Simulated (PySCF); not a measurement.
C₃H₆OS, SMILES C[C@@H]1OCS1. Coordinates come from a PBE-D3(BJ)/def2-SVP optimisation. The structure was generated by enumeration; whether it is a known compound was not checked.

### Question
Give the equilibrium geometry at PBE-D3(BJ)/def2-SVP (PySCF confirms it by a frequency run) as a Z-matrix. (Estimate from the structure and the level; the computed values follow.)

### Answer

```
C
H 1 1.1162
O 1 1.4316 2 111.12
C 3 1.4201 1 99.03 2 107.44
H 4 1.1131 3 112.51 1 124.80
H 4 1.1152 5 109.44 3 -126.23
C 1 1.5091 2 111.15 3 -126.57
H 7 1.1070 1 110.45 2 -177.53
H 7 1.1089 8 109.12 1 -121.64
H 7 1.1104 8 109.09 9 -117.97
S 4 1.8539 5 113.97 6 -126.83
```
Charge 0, spin multiplicity 1.
